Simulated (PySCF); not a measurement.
Species: C4H8F2Si.
Numbering: `[F:1][C@@H:2]1[CH2:3][CH2:4][SiH2:5][C@@H:6]1[F:7]`

Structure used (PBE0-D3(BJ)/def2-SVP), in Å, numbered top down from 1:
```xyz
15
C4H8F2Si angstrom
F     -1.2448    0.3696    1.3325
C     -1.0195    0.3526   -0.0333
C     -0.4800   -1.0157   -0.4179
C      0.8789   -1.2265    0.2815
Si     1.6233    0.5194    0.4108
C      0.0695    1.3695   -0.3374
F     -0.2505    2.6178    0.1329
H     -1.9751    0.5986   -0.5275
H     -1.2114   -1.7947   -0.1541
H     -0.3650   -1.0475   -1.5142
H      0.7234   -1.6183    1.2984
H      1.5117   -1.9505   -0.2510
H      1.9046    0.9601    1.8058
H      2.8380    0.7372   -0.4308
H      0.1786    1.4247   -1.4373
```

NICS is the negative of the GIAO shielding at a point without a nucleus: at the ring centre (0) and 1 Å above and below it (1); zz is the component along the ring normal. Level: GIAO PBE0/pcSseg-1 (PySCF, non-relativistic, gas phase) on the PBE0-D3(BJ)/def2-SVP geometry, one conformer.

Ring bond lengths (Å), with Mayer bond orders in brackets: C2–C3 1.520 (1.01), C3–C4 1.543 (1.00), C4–Si5 1.902 (0.92), Si5–C6 1.923 (0.85), C6–C2 1.521 (0.98).

**Question.** Give the NICS values of each ring in ppm.

**Answer.** 
| ring | type | NICS(0) | NICS(1), two faces | NICS(1)zz, two faces | rms pucker (Å) | centre to ring atoms, mean (Å) |
| --- | --- | --- | --- | --- | --- | --- |
| C2–C3–C4–Si5–C6 | 5-membered ring with Si; formal bonds all single | -4.4 | -4.6 / -3.2 | -2.5 / -1.6 | 0.21 | 1.40 |

**Question.** What do they say, and how far can they be read as aromaticity?

**Answer.** 
- C2–C3–C4–Si5–C6: mean NICS(1)zz -2.1 ppm, near zero. C2, C3, C4, Si5, C6 have four or more neighbours, so the value isn't read as a sign of a π ring current.

**Question.** At the first NICS(1) probe listed for ring C2–C3–C4–Si5–C6, 1 Å off the ring, how large is the induced field along the normal in 1 T applied along it?

**Answer.** NICSzz × B0 = -2.5 ppm × 1 T = -2 μT, against the applied field.

**Question.** How shielded are the nuclei of the rings and their hydrogens (means over atoms taken as equivalent)?

**Answer.** 
| atoms | environment | σ isotropic (ppm) | principal values of the symmetric part, first atom (ppm) |
| --- | --- | --- | --- |
| C2 | sp3 C–F carbon | 88.6 | 65.3, 79.9, 120.6 |
| C3 | ring CH2 carbon | 155.7 | 139.6, 155.6, 172.1 |
| C4 | sp3 carbon bound to silicon | 180.3 | 162.2, 180.3, 198.3 |
| Si5 | SiH2 silicon | 389.1 | 370.5, 371.0, 425.9 |
| C6 | sp3 C–F carbon | 92.8 | 49.3, 78.6, 150.4 |
| H8 | methine hydrogen | 26.25 | 23.1, 24.9, 30.7 |
| H9 | methylene hydrogen | 29.10 | 24.3, 27.0, 36.1 |
| H10 | methylene hydrogen | 30.19 | 26.2, 27.7, 36.6 |
| H11 | methylene hydrogen | 29.84 | 25.7, 26.9, 36.9 |
| H12 | methylene hydrogen | 30.45 | 25.6, 27.5, 38.3 |
| H13 | Si–H hydrogen | 26.87 | 24.0, 24.4, 32.1 |
| H14 | Si–H hydrogen | 27.16 | 24.0, 24.7, 32.7 |
| H15 | methine hydrogen | 26.62 | 23.3, 27.7, 28.9 |

**Question.** How do the values depend on the level or the medium?

**Answer.** 
```tsv
level	NICS(0), C2–C3–C4–Si5–C6	mean NICS(1)zz, C2–C3–C4–Si5–C6
PBE0/pcSseg-1, gas	-4.4	-2.1
PBE0/pcSseg-1, IEF-PCM chloroform	-4.4	-2.0
PBE0/pcSseg-1, IEF-PCM water	-4.4	-2.0
```

The geometry is the same throughout; the continuum's cavity takes Bondi-type radii × 1.2.
